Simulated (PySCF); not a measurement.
Nb(OH)4 holds Nb(IV), d1, at total charge 0. The structure is a PBE0-D3(BJ)/def2-TZVP geometry optimised for multiplicity 2; coordination tetrahedral, point group C2, metal–donor distances 1.91 Å.

The d shell alone is too small an active space for Nb(OH)4 (an active orbital has only 0.59 squared overlap with the free ion's shell): its levels, fitted parameters, g values and moments show what this model gives and aren't sound predictions.

```
9

Nb    0.0000    0.0000    0.0000
O     1.1946    0.9579    1.1391
H     1.1913    1.8799    1.3991
O    -1.1946   -0.9579    1.1391
H    -1.1913   -1.8799    1.3991
O    -1.1587    0.9210   -1.2167
H    -1.7024    0.4520   -1.8594
O     1.1587   -0.9210   -1.2167
H     1.7024   -0.4520   -1.8594
```

Method (PySCF 2.14, density fitting): CASSCF(1,5) with orbitals averaged over all microstates of the shell, strongly contracted NEVPT2 on the averaged canonical orbitals; basis x2c-TZVPall on the metal, x2c-SVPall elsewhere; spin-free X2C; gas phase; spin-orbit coupling by state interaction with the mean-field operator over all roots.

What is the ground state?

2A (from 2E) (S = 1/2, orbital degeneracy 1), orbital occupations from the lowest 1.0 0.0 0.0 0.0 0.0, by NEVPT2.

Where do the spin-allowed transitions within the shell lie?

By NEVPT2: 2A (from 2E) at 12403 cm⁻¹ (806 nm); 2B (from 2T2) at 17693 cm⁻¹ (565 nm); 2A (from 2T2) at 18361 cm⁻¹ (545 nm); 2B (from 2T2) at 24953 cm⁻¹ (401 nm). The strongest, at 24953 cm⁻¹, has f = 1.4e-02.

What ligand-field parameters describe the result?

At NEVPT2 level: orbital energies 0, 12403, 17693, 18361, 24953 cm⁻¹; 10Dq = 14134 cm⁻¹ (difference of the means of the two sets); ζ = 462 cm⁻¹ (free ion 721).

What magnetic behaviour follows?

The ground doublet has g = 1.857, 1.880, 1.998. μeff is 1.68 μB at 300 K and 1.66 μB at 10 K; the spin-only value is 1.73 μB.

Charge-transfer states lie outside this active space and may come lower than some of these levels. NEVPT2 lifts 2A (from 2E) from 10829 to 12403 cm⁻¹; on the d shell alone such lifts tend to overshoot. NEVPT2 on the d shell alone tends to put d–d bands too high for such charged or covalently bound ions.

The job took 8.3 s on one thread of Arm Neoverse V2 (shared host), with 139 basis functions, launched as `OMP_NUM_THREADS=1 python lf_run.py task.json out`.
